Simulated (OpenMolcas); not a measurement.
Ta4+ among 4 point charges of -1 e arranged as a square (D4h), 2 Å from the ion.

```json
{
  "Program": "OpenMolcas 26.06",
  "Method": "CASSCF",
  "Basis": "ANO-RCC-VDZP [7s6p4d2f1g]",
  "Scalar Hamiltonian": "DKH2, point nucleus",
  "Active space": "1 electron in 5 orbitals (5d)",
  "State averaging": "2S+1 = 2 even, 5 roots",
  "Spin-orbit coupling": "state interaction with AMFI integrals over the reference wave functions"
}
```

Problem. What is the spin-free ground state (labels of D4, the rotations of D4h)?

Solution. 2A1, 1-fold in its orbital part, 100 % from free-ion D terms; it has the highest spin that d1 allows.

Problem. Where is the first state of the same spin?

Solution. 2E at 4300 cm-1 above the ground state.

Problem. What are the lowest two levels with spin-orbit coupling?

Solution. A 2-fold level E1/2 with g = 0.78, 0.78, 1.38, then a 2-fold level E3/2 7016 cm-1 above it. Their leading multiplicities are 2 (100 %) and 2 (100 %).

Problem. What is χT at 300 K, and how does it compare with the textbook value?

Solution. The lowest level has 2S+1 = 2, for which the spin-only value is χT = S(S+1) / 2 = 0.375 cm3 K/mol (g = 2). The computed 0.117 at 300 K differs by -0.258, through orbital momentum, spin-orbit coupling and any other state in reach.

Spin-orbit coupling mixes the spin-free states strongly: the lowest level takes only 69 % from its leading state, 2A1. This is an electrostatic model: the charges have no orbitals. No measured value stands beside these numbers.
